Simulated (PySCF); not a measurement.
[Co(H2O)6]2+ holds Co(II), d7, at total charge +2. The structure is a PBE0-D3(BJ)/def2-SVP, IEF-PCM water geometry optimised for multiplicity 4; coordination octahedral, point group C1, metal–donor distances 2.08 Å.

```
19

Co    0.0000    0.0000    0.0000
O     0.0555   -0.0886    2.0847
H     0.7476    0.4033    2.5490
H    -0.7577    0.0559    2.5894
O    -0.0646   -0.0272   -2.0770
H     0.4406    0.6132   -2.5976
H    -0.9441   -0.0624   -2.4800
O     2.0804    0.0984    0.0799
H     2.4913    0.8540   -0.3642
H     2.6036   -0.6736   -0.1790
O    -2.0932   -0.0527   -0.0405
H    -2.5937    0.7537    0.1496
H    -2.5261   -0.7549    0.4661
O     0.0725    2.0927   -0.0440
H     0.0329    2.5765    0.7934
H    -0.5101    2.5700   -0.6517
O    -0.0788   -2.0850    0.0174
H     0.4615   -2.5519    0.6709
H     0.0739   -2.5431   -0.8216
```

Method (PySCF 2.14, density fitting): CASSCF(7,5) with orbitals averaged over all microstates of the shell, strongly contracted NEVPT2 on the averaged canonical orbitals; basis x2c-TZVPall on the metal, x2c-SVPall elsewhere; spin-free X2C; IEF-PCM water; spin-orbit coupling by state interaction with the mean-field operator over all roots.

**Question.** Which term lies lowest, and with what spin?

**Answer.** 4T1g-like (S = 3/2, orbital degeneracy 1), with 4.9 electrons in the lower (t2g-type) set and 2.1 in the upper (eg-type) set, by NEVPT2.

**Question.** List the excited states of the same spin.

**Answer.** By NEVPT2, the lowest six: 4T1g-like at 643 cm⁻¹; 4T1g-like at 865 cm⁻¹; 4T2g-like at 8474 cm⁻¹ (1180 nm); 4T2g-like at 8686 cm⁻¹ (1151 nm); 4T2g-like at 8749 cm⁻¹ (1143 nm); 4A2g-like at 17933 cm⁻¹ (558 nm). The strongest, at 8749 cm⁻¹, has f = 4.6e-08.

**Question.** Which is the lowest state of another spin?

**Answer.** 2Eg-like at 11605 cm⁻¹ by NEVPT2; CASSCF alone puts it at 15052 cm⁻¹ above the same ground state.

**Question.** What ligand-field parameters describe the result?

**Answer.** At CASSCF level (the NEVPT2 levels don't fit a ligand-field model well): orbital energies 0, 132, 369, 7462, 7617 cm⁻¹; 10Dq = 7372 cm⁻¹ (difference of the means of the two sets); B = 1213 cm⁻¹; C = 4491 cm⁻¹; B over its free-ion value at the same level 0.970; rms of the fit 86 cm⁻¹; ζ = 519 cm⁻¹ (free ion 526).

**Question.** What are the magnetic parameters?

**Answer.** Degenerate or low-lying orbital states mix with the ground state, so no spin-only Hamiltonian applies. The lowest spin-orbit level is 2-fold, effective g = 2.39, 4.36, 5.90; the next lies at 157.2 cm⁻¹. μeff is 5.07 μB at 300 K and 3.99 μB at 10 K; the spin-only value is 3.88 μB.

NEVPT2 lifts 4T2g-like from 6922 to 8686 cm⁻¹; on the d shell alone it tends to overshoot states that fill the eg-type orbitals. Gaps between spin states lean to high spin in this active space. The geometry optimisation stopped short of its thresholds.

The job took 22 s on one thread of Arm Neoverse V1 (shared host), with 192 basis functions and a peak of 0.8 GiB, launched as `OMP_NUM_THREADS=1 python lf_run.py task.json out`.
